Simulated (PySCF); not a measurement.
SMILES C#CC[SiH2]O at its GFN2-xTB optimised geometry (Å):

```
11

C      1.8071     1.0672     0.0000
C      0.6092     1.0672     0.0000
C     -0.8306     0.9992    -0.0195
Si    -1.4320    -0.5039    -1.0458
O     -0.7655    -1.8755    -0.4862
H      2.8549     1.1096     0.0140
H     -1.2244     1.9287    -0.4323
H     -1.1908     0.9205     1.0092
H     -2.8549    -0.7320    -0.8363
H     -1.0676    -0.2838    -2.4469
H      0.1653    -1.9287    -0.2852
```

Level of theory: CAM-B3LYP/def2-TZVP in PySCF.

Map of the electron localisation function on the plane z = 0.8 Å:

```
|                           |
|                           |
|                           |
|                           |
|                           |
|                ...        |
|               :--:.       |
|         ...  .=++=:..     |
|        .---..-*#*+===-    |
|       .=#%*--+#%#**#%#-   |
|       :%@@@+=*#%#*#%%%+   |
|       :%@@@+=+#%#**#%#=   |
|        +%@#-:=*##*+++=.   |
|        .-=-. :+**+-:.     |
|               :==-:.      |
|    ..           ...       |
|          .:.              |
|         :==:.             |
|        .=++-..            |
|        .=+=:..            |
|        .:-:.              |
|         ...               |
|                           |
|                           |
|                           |
|                           |
|                           |
```
Scale: ten equal steps from 0.000 (start of ' ') to 0.995 (end of '@'), in the order ' .:-=+*#%@'; x runs from -5.00 to 5.00, y from -5.00 (bottom) to 5.00 (top).
